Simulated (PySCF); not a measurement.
Electronic absorption of (ClSi)4O6 adamantane

Species: (ClSi)4O6 adamantane, Cl4O6Si4.
Cartesian coordinates in Å at the PBE0-D3(BJ)/def2-SVP level; atoms count from 1:
```xyz
14
Cl4O6Si4 angstrom
Si    -0.5713   -0.0526    1.6360
Cl    -1.2350   -0.1024    3.5256
O      1.0772    0.1476    1.5316
Si     1.7165    0.2073   -0.0029
Cl     3.7069    0.4516   -0.0095
O      1.2354   -1.1983   -0.7505
Si    -0.4024   -1.4871   -0.7932
Cl    -0.8588   -3.2039   -1.7224
O     -0.9143   -1.4433    0.7889
O     -1.0807   -0.1562   -1.5255
Si    -0.7482    1.3167   -0.8278
Cl    -1.6174    2.8499   -1.7800
O     -1.2379    1.1912    0.7564
O      0.9105    1.4357   -0.7834
```

Level of theory: TDDFT PBE0/def2-SVPD, vertical, gas phase, core orbitals frozen in the response (PySCF).

```
state  E (eV)  E (hartree)       f  main configurations (H = HOMO, L = LUMO)
   S1    8.11       0.2980  0.0000                        H-2/H-1/H→L (≥89%)
   S2    8.11       0.2981  0.0000                        H-2/H-1/H→L (≥85%)
   S3    8.11       0.2982  0.0000                        H-2/H-1/H→L (≥84%)
   S4    8.34       0.3065  0.0019                  H-4→L (55%), H-3→L (18%)
   S5    8.34       0.3065  0.0035     H-3→L (30%), H-7→L (30%), H-4→L (22%)
   S6    8.35       0.3067  0.0081                   H-6→L (66%), H-8→L (9%)
   S7    8.35       0.3067  0.0005                               H-5→L (73%)
   S8    8.35       0.3068  0.0039                  H-7→L (38%), H-3→L (36%)
   S9    8.35       0.3069  0.0066                   H-8→L (70%), H-7→L (9%)
```

Triplets (Tamm–Dancoff): T1 7.89 eV, H-2/H-1/H→L (≥79%); T2 7.89 eV, H-2/H-1/H→L (≥85%); T3 7.89 eV, H-2/H-1/H→L (≥81%).

The lowest singlet level (S1/S2/S3) comes at 153 nm (782 kJ/mol) in the vacuum ultraviolet; it is dark (f under 0.0005). The strongest level in the table is S4/S5/S6 at 8.34 eV (149 nm, f = 0.013 summed). S1/S2/S3 and S4/S5/S6/S7/S8/S9 lie within about 0.01 eV of each other in each set; the point group Td has degenerate representations, and within a degenerate level the listed configurations can mix freely. Löwdin shares by element: HOMO (one of a set within 0.03 eV) oxygen 63% or more, chlorine 7% or more (atoms not listed hold the other 30%); LUMO chlorine 38% (atoms not listed hold the other 62%). The oscillator strengths of these states sum to 0.025; summed over the whole spectrum of an exact calculation they would give the number of electrons, 172 (Thomas–Reiche–Kuhn). Of the 9 states listed, none reaches f = 0.01 and 4 stay under 0.0005. Orbital energies (eV): HOMO-3 -10.38, HOMO-2 -10.24, HOMO-1 -10.24, HOMO -10.23, LUMO -0.92, LUMO+1 0.22, LUMO+2 0.29. Orbitals of the list HOMO-3 to LUMO+2 that lie within 0.01 eV of each other are written together with a slash and their weights summed (≥ marks a lower bound); for degenerate orbitals outside that list single weights are arbitrary. The window holds the lowest 10 singlets. The highest level found (8.39 eV, f 0.0001 so far) is left out, since the window may have cut off a degenerate partner.

One conformer stands for the species.
